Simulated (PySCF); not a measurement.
This PySCF input asks for the NMR shieldings of `B[SiH2]B(C#C)CC#CC`, C$_{6}$H$_{10}$B$_{2}$Si; the geometry comes from GFN2-xTB.

```python
import basis_set_exchange as bse
import numpy as np
from pyscf import gto, dft
from pyscf.prop import nmr

atoms = """
B    -0.106991   -1.158463   -0.527927
Si   -2.026503   -0.752109    0.123481
B    -1.331176    0.980330    0.529713
C    -1.246119    2.097826   -0.469192
C    -1.205032    3.010914   -1.257127
C    -0.279615    1.010014    1.757573
C     0.647441    0.148225    1.101973
C     1.262029   -0.655854    0.366855
C     2.599853   -1.235755    0.149592
H     0.045634   -0.703568   -1.608171
H    -0.032769   -2.332338   -0.398527
H    -3.080783   -0.977956   -0.881113
H    -2.421575   -1.647970    1.236102
H    -1.174658    3.802301   -1.949281
H     0.153732    1.996764    1.920836
H    -0.620649    0.593574    2.706691
H     2.553003   -2.318642    0.254049
H     3.322355   -0.836293    0.860983
H     2.932018   -1.011748   -0.863314
"""
names = dict.fromkeys(["B", "Si", "C", "H"], "pcSseg-1")
basis = {el: gto.basis.parse(bse.get_basis(n, elements=[el], fmt="nwchem")) for el, n in names.items()}
mol = gto.M(atom=atoms, basis=basis, charge=0, verbose=0)
mf = dft.RKS(mol, xc="PBE0")
mf.grids.level = 2
mf.grids.alignment = dft.numint.BLKSIZE   # the property module wants whole blocks of grid points
mf.conv_tol = 1e-9
mf.kernel()

calc = nmr.RKS(mf)   # GIAO
C = mf.mo_coeff
Co = C[:, mf.mo_occ > 0]
resp = mf.gen_response(singlet=True, hermi=2)
def vind(x):   # induced exchange potential for any number of trial vectors
    d = np.einsum("pi,xij,qj->xpq", C, 2 * x.reshape(-1, C.shape[1], Co.shape[1]), Co, optimize=True)
    return np.einsum("xpq,pi,qj->xij", resp(d - d.transpose(0, 2, 1)), C, Co, optimize=True).ravel()
mo1, _ = nmr.rhf.solve_mo1(calc, with_cphf=vind)
sigma = calc.kernel(mo1)
for i, s in enumerate(sigma):   # ppm
    w = np.linalg.eigvalsh((s + s.T) / 2)
    print("%2d %-2s iso %8.1f  s11 %8.1f  s22 %8.1f  s33 %8.1f" % (i, mol.atom_pure_symbol(i), w.mean(), *w))
```

**Question.** What are the results?

**Answer.** 
```
 0 B  iso    158.4  s11    113.1  s22    146.4  s33    215.8
 1 Si iso    373.5  s11    277.8  s22    391.2  s33    451.5
 2 B  iso     70.6  s11    -13.9  s22     99.4  s33    126.3
 3 C  iso     88.7  s11    -20.3  s22    -10.1  s33    296.7
 4 C  iso     70.7  s11      5.8  s22     25.0  s33    181.4
 5 C  iso    167.7  s11    155.1  s22    166.4  s33    181.6
 6 C  iso     65.8  s11     13.2  s22     22.5  s33    161.8
 7 C  iso     92.9  s11    -27.7  s22    116.9  s33    189.4
 8 C  iso    168.2  s11    151.0  s22    165.6  s33    188.1
 9 H  iso     32.5  s11     27.4  s22     28.6  s33     41.3
10 H  iso     31.1  s11     25.7  s22     29.2  s33     38.3
11 H  iso     27.2  s11     24.3  s22     24.3  s33     32.9
12 H  iso     28.1  s11     24.1  s22     25.3  s33     35.0
13 H  iso     28.4  s11     24.7  s22     24.9  s33     35.6
14 H  iso     28.3  s11     24.8  s22     25.4  s33     34.6
15 H  iso     28.8  s11     24.3  s22     25.0  s33     37.1
16 H  iso     29.6  s11     24.6  s22     27.5  s33     36.6
17 H  iso     28.7  s11     22.7  s22     27.6  s33     35.8
18 H  iso     29.2  s11     24.7  s22     26.9  s33     36.1
```

These numbers come from an equivalent density-fitted implementation of the same equations, which agrees with the script to about 0.01 ppm for H and up to a few tenths of a ppm for heavy atoms, so last digits may differ.

Size and cost of the density-fitted run: 210 basis functions, 83 s wall time on 1 thread of an Arm Neoverse N1, shared host; peak memory 1 GiB.
